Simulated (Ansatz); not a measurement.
Cost and result up the ladder for Ge2Te3 (5 atoms). Charge 0, multiplicity 1. Geometry: B3LYP-D4/def2-SVP.

```xyz
5

Ge    0.941   -1.941   -0.437
Ge   -0.756    0.634    1.314
Te   -0.408    2.254   -0.788
Te    1.766    0.707   -0.012
Te   -1.543   -1.653   -0.077
```

Ansatz on 4 threads of Arm Neoverse V1 on a shared host. Times are rough, and most runs start from the orbitals of an earlier one. CAM-B3LYP-D4/def2-TZVP serves as the yardstick here, not as an exact answer. Differences are given only for rows in sets of like size (and for xTB, whose basis is part of the method), since another set adds its own error. Binding counts from free atoms at the same level (Ge triplet, Te triplet; other spins of the atoms weren't run), without zero-point energy or a counterpoise term.

In the def2 sets Te takes a core potential; there is no spin–orbit coupling. Correlated methods freeze 30 core orbitals; core or outer-core shells of Ge, Te are correlated, in sets that lack core-valence functions. The rows differ in basis, and correlated rows in double-zeta sets carry the largest basis error. Another isomer (singlet) lies 0.29 eV lower at PBE0-D4/def2-TZVP; other spin states weren't run for this one.

Correlated methods converge slowly with the basis, most of all in double-zeta sets.

```tsv
level	functions	binding energy per atom (eV)	difference from CAM-B3LYP-D4/def2-TZVP (eV)
CCSD(T)/def2-SVP	142	2.10	–
CAM-B3LYP-D4/def2-TZVP	246	2.34	0.00
r2SCAN-D4/def2-TZVP	246	2.55	0.20
BHLYP-D4/def2-TZVP	246	2.34	0.00
PBE-D4/def2-SVP	142	2.73	–
revPBE-D4/def2-TZVP	246	2.61	0.27
PBE0-D4/def2-TZVP	246	2.57	0.22
MP2/def2-TZVP	246	2.53	0.19
PBE-D4/def2-TZVP (with forces)	246	2.75	0.40
PBE0-D4/def2-SVP	142	2.53	–
```

Q: Estimate how long each takes.

A: PBE-D4/def2-SVP 2.3 s; revPBE-D4/def2-TZVP 4.2 s; PBE0-D4/def2-SVP 4.7 s; PBE-D4/def2-TZVP (with forces) 5.5 s; r2SCAN-D4/def2-TZVP 10 s; MP2/def2-TZVP 13 s; PBE0-D4/def2-TZVP 13 s; CAM-B3LYP-D4/def2-TZVP 13 s; BHLYP-D4/def2-TZVP 15 s; CCSD(T)/def2-SVP 60 s. On shared hardware such times vary by a factor of up to 3.
